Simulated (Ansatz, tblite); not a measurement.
Cost and result up the ladder for the cluster Si5W4 (9 atoms). Charge 0, multiplicity 1. Geometry: PBE-D4/def2-SVP.

| atom | x (Å) | y (Å) | z (Å) |
| --- | --- | --- | --- |
| W1 | 2.224 | -0.536 | -0.127 |
| W2 | 0.934 | 0.004 | 1.841 |
| W3 | 1.172 | 1.626 | -0.382 |
| W4 | 0.572 | -0.599 | -1.889 |
| Si5 | -0.787 | 1.664 | 1.092 |
| Si6 | 0.174 | -1.874 | 0.289 |
| Si7 | -1.039 | 1.250 | -1.384 |
| Si8 | -1.748 | -0.980 | -0.985 |
| Si9 | -1.502 | -0.556 | 1.544 |

Ansatz on 4 threads of Intel Xeon on a shared host; xTB runs through tblite on one thread. Times are rough, summed over both states, and most runs start from the orbitals of an earlier one. No level here is sound enough to serve as a yardstick. The other state is a triplet at its own geometry, which has other bonds, so the gap mixes isomer and spin.

In the def2 sets W takes a core potential; there is no spin–orbit coupling. The xTB rows come from tblite. The structure comes from a short search, and lower isomers may exist.

xTB has no spin-polarisation term.

| level | functions | wall time | triplet − singlet (eV) | remarks |
| --- | --- | --- | --- | --- |
| GFN1-xTB | 81 | 0.18 s | 0.64 | – |
| GFN2-xTB | 81 | 0.6 s | -0.18 | – |
| PBE-D4/def2-TZVP | 345 | 81 s | 0.18 | restricted SCF unstable in HF (singlet) |
| PBE0-D4/def2-TZVP | 345 | 4.7 min | 0.09 | restricted SCF unstable in HF (singlet), spin-contaminated (⟨S²⟩ 2.21) (triplet) |
